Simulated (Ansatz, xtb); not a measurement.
# Isomers of C5H5Br in order of energy

3 gas-phase structures of C5H5Br, from a drawn sample of its isomers (lower ones may exist). Each was relaxed with GFN2-xTB:

A. `BrC1=CCC=C1`, a singlet
B. `BrC1=CC=CC1`, a singlet
C. `BrC1C=CC=C1`, a singlet

Q: Make a reasoned guess at their ranking by r2SCAN-D4/def2-SVP//GFN2-xTB single-point energy.

A: Calculated order at r2SCAN-D4/def2-SVP//GFN2-xTB: B (0.0), A (0.3), C (3.5) kcal/mol. Less than 1 kcal/mol parts B and A, so the order within that pair means little.

Energies above the lowest of each column, in kcal/mol; the last columns are at r2SCAN-D4/def2-SVP geometries:

```
structure  GFN2-xTB  HF/STO-3G  r2SCAN-D4/def2-SVP//GFN2-xTB  r2SCAN-D4/def2-SVP  CCSD(T)/def2-SVP + ΔMP2/def2-TZVPP
        B       0.0        0.0                           0.0                 0.0                                 0.0
        A       0.5        0.1                           0.3                 0.2                                 0.1
        C       5.4        5.7                           3.5                 3.4                                 1.5
```

Every level run on B puts it lowest or level with the lowest. ΔMP2 is the change of the MP2 energy from the smaller to the larger basis.

Programs: Ansatz 0.2.0, xtb 6.7.1.
